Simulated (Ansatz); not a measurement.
Task: Name a neutral molecule of Al, C, Si and H with HOMO–LUMO gap (PBE/def2-TZVPP) between 3.60 and 3.90 eV and HOMO–LUMO gap (ωB97M-V/def2-TZVPP) between 9.05 and 9.35 eV (Ansatz, PBE0-D4/def2-TZVP geometry).

Result: `[AlH2][SiH2][SiH]1C[SiH2]1` (3.76 eV, 9.17 eV); `C[CH2][AlH][SiH3]` (3.61 eV, 9.11 eV); `C=[CH][Al]([CH3])[SiH3]` (3.68 eV, 9.29 eV); `[SiH3][CH2][AlH][SiH3]` (3.67 eV, 9.10 eV); `C#C[SiH2][AlH][SiH3]` (3.82 eV, 9.34 eV). Other molecules can fit too; these were computed, each in one conformer that needn't be the lowest.
